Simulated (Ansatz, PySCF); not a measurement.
Dissociation curve of ClMg (cation, charge +1), lowest triplet found (which spin is the ground state isn't settled by this scan).

Levels: ROCCSDT(Q) = Ansatz (an electronic-structure program) with CCSDT(Q)/B on ROHF/cc-pVDZ, frozen core; UKS-B3LYP/6-31G* = unrestricted B3LYP/6-31G*, spherical d run with PySCF; ROHF/cc-pVDZ (Ansatz).

Energies are in kcal/mol, each relative to the lowest point of its own curve between 2.21 and 3.27 Å, where full CI is lowest.

| R / Å | ROCCSDT(Q) | UKS-B3LYP/6-31G* | ROHF |
|---|---|---|---|
| 1.76 | 103.5 | 100.4 | 105.5 |
| 1.89 | 60.6 | 58.8 | 62.5 |
| 2.02 | 34.3 | 33.5 | 36.1 |
| 2.12 | 21.4 | 21.0 | 23.1 |
| 2.21 | 13.5 | 13.4 | 15.1 |
| 2.31 | 7.6 | 7.7 | 9.1 |
| 2.38 | 4.8 | 5.0 | ___ |
| 2.45 | 2.8 | 3.0 | 4.0 |
| 2.51 | 1.7 | 1.8 | 2.7 |
| 2.63 | 0.4 | 0.4 | 1.0 |
| 2.74 | 0.0 | 0.0 | 0.3 |
| 2.88 | 0.2 | 0.1 | 0.0 |
| 3.04 | 1.0 | 0.9 | ___ |
| 3.27 | 2.4 | 2.3 | ___ |
| 3.57 | 4.1 | 4.2 | 1.7 |
| 3.91 | 5.6 | 5.9 | ___ |
| 4.30 | 6.7 | 7.2 | 3.4 |
| 4.78 | 7.5 | 8.2 | 4.0 |
| 5.31 | 8.1 | 8.8 | ___ |
| 6.08 | 8.5 | 9.3 | 4.9 |
| 7.04 | 8.8 | 9.6 | 5.1 |
| 8.34 | 8.9 | 9.7 | ___ |

### Question
Complete the blanks.

### Answer

- 2.38, ROHF: 6.2
- 3.04, ROHF: 0.2
- 3.27, ROHF: 0.8
- 3.91, ROHF: 2.6
- 5.31, ROHF: 4.5
- 8.34, ROHF: 5.2
